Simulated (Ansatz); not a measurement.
Born–Oppenheimer molecular dynamics of AlF$_{2}$H$_{3}$O (7 atoms, charge 0, multiplicity 1). It starts at the highest image of a converged band, a first-order saddle point between two minima.

Computed with RKS B3LYP/def2-SVP (Ansatz 0.2.0).

```json
{
 "ensemble": "NVE (velocity Verlet)",
 "time step": "0.5 fs",
 "steps asked": "200",
 "starting velocities drawn for": "100 K",
 "seed": "9153"
}
```

First frame:

```xyz
7
Properties=species:S:1:pos:R:3
Al 0.052 -0.248 -0.066
H 0.006 -0.047 1.675
F 1.462 0.318 -0.729
F -1.400 0.131 -0.776
O 0.116 -1.946 0.602
H -0.557 -2.636 0.501
H -0.007 -1.097 1.518
```

How far do the bonds stretch over the last three quarters of this one trajectory? (Pairs bonded in most of those frames.)


```
  bond  mean (Å)  spread (Å)  shortest  longest
Al1–F3     1.660       0.062      1.55     1.76
Al1–F4     1.651       0.025      1.60     1.69
Al1–O5     1.682       0.037      1.61     1.75
 H2–H7     0.764       0.011      0.75     0.79
 O5–H6     0.963       0.008      0.95     0.98
```

Mean temperature of the second half: 764 K. The conserved energy stayed within 0.051 meV per atom of its start (net change 0.0084 meV per atom), so the integration is sound. The kinetic energy rose, since the run started high on the potential surface and went downhill. It ends in pieces (AlF2HO + H2), so much of that is their flight and rotation, not heat. A run of 0.1 ps of so small a system gives no equilibrium averages. The orbitals stay closed-shell, which can raise the energy where a bond breaks towards radicals; this wasn't checked here.

Time of the run: 7 min on 1 thread of Arm Neoverse V2, on a shared host, peak memory 0.16 GiB.
